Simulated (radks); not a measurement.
The numbers below are computed, except where a source is named.
The tin anion Sn- inside a hard spherical wall (all orbitals vanish at R), configuration held at [Kr] 4d10 5s2 5p3 and not refilled when levels cross. Level of theory: scalar-relativistic Kohn-Sham, r2SCAN, spin-unpolarised, spherical densities, finite nucleus; meta-GGA in the generalised Kohn-Sham scheme; Fermi nuclear charge, rms radius 4.6519 fm (a radial shooting solver on a logarithmic mesh with Libxc functionals). Eigenvalues in eV, with the zero of energy where the potential of the charges vanishes at infinity; a dash marks a level that is unbound or too diffuse for the functional's potential to be trusted. A positive occupied level is held by the wall or, in an anion where self-interaction has pushed it up, behind a barrier. The pressure on the wall is -dE/dV.

R (bohr)  E (hartree)  kinetic (hartree)    e(4p)    e(4d)   e(5s)   e(5p)  e(6s, empty)  e(5d, empty)  pressure (GPa)
15        -6177.91972           6450.187  -86.464  -20.783  -5.290   1.239         2.786         3.881         0.00344
10        -6177.91195           6450.220  -85.841  -20.162  -4.755   1.726         4.781         6.371           0.114
8         -6177.89129           6450.305  -84.933  -19.260  -4.038   2.467         7.367         8.487           0.725
6         -6177.78863           6450.713  -82.446  -16.811  -2.172   4.705        14.874        13.234            7.34
3.5       -6176.19795           6456.228  -69.381   -4.339  10.800  21.668        67.776        41.293             426
2.5       -6170.29216           6476.141  -47.884   16.441  44.641  63.176        178.71        98.019            5030
2         -6157.82280           6516.904  -19.843   46.068  105.48  132.89        339.54        180.44           25300
